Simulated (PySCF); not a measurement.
**Electron correlation in Al⁺ (aluminium, charge +1)**

[Ne] 3s2, closed-shell 1S. Calculation: PySCF 2.14, in aug-cc-pVTZ-DK (6s5p3d2f, 50 functions); the spin-free X2C one-electron Hamiltonian (Gaussian nucleus). Frozen: [Ne]; 2 electrons correlated.

With two correlated electrons CCSD is exact within the correlated space (frozen core and kept virtual orbitals).

```csv
level,correlation energy (mhartree)
CCSD,-39.45
```

Diagnostics: T1 = 0.0085, D1 = 0.0120, largest double amplitude 0.109.

**Question.** Is a single reference adequate?

**Answer.** Mostly. T1 lies below 0.03, but a double amplitude of this size points to a near-degeneracy that CCSD handles and MP2 describes poorly.
